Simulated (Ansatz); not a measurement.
C2H10Si2, SMILES `CC[SiH2][SiH3]` (C–C–Si–Si torsion 59°) (charge 0, multiplicity 1).

Method: PBE/cc-pVTZ // PBE0-D3(BJ)/def2-TZVP in Ansatz (an electronic-structure program).

Ansatz 0.2 input:
```yaml
crystal:
  periodic: [false, false, false]
  atoms:
    - { symbol: C, position_ang: [-1.72027, -0.551516, 0.489405] }
    - { symbol: C, position_ang: [-0.843617, -0.8041, -0.733096] }
    - { symbol: Si, position_ang: [0.470624, 0.516858, -1.00465] }
    - { symbol: Si, position_ang: [1.917599, 0.692037, 0.828439] }
    - { symbol: H, position_ang: [-2.231009, 0.41253, 0.421572] }
    - { symbol: H, position_ang: [-1.131372, -0.541639, 1.410241] }
    - { symbol: H, position_ang: [-2.486573, -1.322967, 0.598849] }
    - { symbol: H, position_ang: [-1.456465, -0.8547, -1.639267] }
    - { symbol: H, position_ang: [-0.341163, -1.773483, -0.651127] }
    - { symbol: H, position_ang: [1.275618, 0.204915, -2.220375] }
    - { symbol: H, position_ang: [-0.182745, 1.840304, -1.222916] }
    - { symbol: H, position_ang: [2.981438, 1.699594, 0.566722] }
    - { symbol: H, position_ang: [1.178781, 1.102056, 2.05493] }
    - { symbol: H, position_ang: [2.569152, -0.619886, 1.101274] }
basis:
  gaussian: { orbitals: cc-pVTZ }
hamiltonian:
  xc: pbe
```

Output:

```
Functional definition: PBE
1478 factors; their error is unknown
mean field evaluation 1: about -17970.5449 eV, gradient 6.9e1 eV
mean field evaluation 2: about -17947.2768 eV, gradient 1.1e2 eV
mean field evaluation 4: about -17981.9453 eV, gradient 6.5e0 eV
mean field evaluation 8: about -17982.0750 eV, gradient 1.6e-1 eV
mean field evaluation 16: about -17982.0171 eV, gradient 2.6e-4 eV
mean field -17982.01710761 eV, -660.8269400556 hartree, gradient 6.3e-5 eV, S^2 0.000000; 0 other end points of the search recorded, 0 dependent functions left out
reference -17982.01715679 eV, -660.8269418632 hartree; 25, 25 occupied and 243, 243 virtual orbitals, 1478 factors
Total energy: -17982.01715679 eV, -660.8269418632 hartree
```
